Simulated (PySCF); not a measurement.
C3H7F2O2Si (doublet state).
Cartesian coordinates in Å at the GFN2-xTB level; atoms count from 1:
```xyz
15
C3H7F2O2Si angstrom
F     -1.309    0.023    1.305
C     -1.933    0.345    0.134
F     -3.200    0.631    0.475
O     -1.934   -0.678   -0.734
C     -0.758   -0.747   -1.594
C      0.503   -0.858   -0.837
O      1.127    0.275   -0.510
Si     2.266    0.661    0.606
H     -1.450    1.269   -0.238
H     -0.744    0.152   -2.222
H     -0.952   -1.635   -2.196
H      0.745   -1.760   -0.299
H      3.465   -0.148    0.379
H      2.422    2.063    0.253
H      1.749    0.414    1.950
```

The hyperfine couplings belong to this conformer and change with its torsions.

Identity: `FC(F)OC[CH]O[SiH3]` [radical].

Method: UKS B3LYP, pcH-1 on C F H O Si, non-relativistic, mean-field spin-orbit, GIAO in PySCF 2.14.0. One conformer (not necessarily the lowest) at the GFN2-xTB geometry, without solvent, vibrations or thermal averaging. A GFN2-xTB geometry isn't a minimum of the functional, and hyperfine couplings can be far from their values at a DFT geometry. The SCF solution wasn't tested for stability.

(1) Break the g tensor into its mass correction, gauge correction and orbital-Zeeman/spin–orbit terms.

(2) What are the electron Larmor frequencies g μB B/h along the three axes at 1200 mT?

(3) At 33.962 GHz, how far is the centre of the isotropic spectrum from where a free electron (g = 2.002319) resonates?

(4) In a frozen sample, at which fields do the three g values resonate at 9.5, 34, 94 and 263 GHz (hyperfine left aside), and which band first spreads them over more than twice a line width of 1.0 mT?

Answers

(1) 
| Δg (ppm) | 1 | 2 | 3 |
| --- | --- | --- | --- |
| relativistic mass correction | -200 | -200 | -200 |
| gauge correction | 3 | 55 | 38 |
| orbital Zeeman/spin–orbit | -98 | 920 | 1640 |
| total | -296 | 775 | 1477 |

So g = 2.00202, 2.00309, 2.00380 and g_iso = 2.00297; the tensor is rhombic: the two nearest values differ by 40 % of g3 − g1. Axes: g3 points within 8° of the C5–C6 bond.

(2) 33.6250, 33.6430, 33.6548 GHz for g1, g2 and g3, a range of 29.8 MHz.

(3) B = hν/(g μB) with μB/h = 13.99624 MHz/mT gives 1211.85 mT for the free electron and 1211.45 mT at g_iso, 0.39 mT lower.

(4) 
```csv
band,GHz,B(g3) mT,B(g2) mT,B(g1) mT,spread mT
X,9.5,338.73,338.85,339.03,0.30
Q,34.0,1212.31,1212.74,1213.38,1.07
W,94.0,3351.68,3352.86,3354.65,2.97
J,263.0,9377.58,9380.86,9385.88,8.30
```

The spread grows in proportion to the frequency. W band is the first where it exceeds 2.0 mT.

Largest spin populations (Mulliken): C6 (+0.88) and O7 (+0.10). C6 is the only atom above +0.15. The angles at C6 add up to 357.1°, so it is nearly planar; its axial dipolar tensor and the negative coupling of its proton fit spin in a p orbital normal to that plane.

The HOMO–LUMO gaps are 5.20 eV among the α and 6.68 eV among the β orbitals.
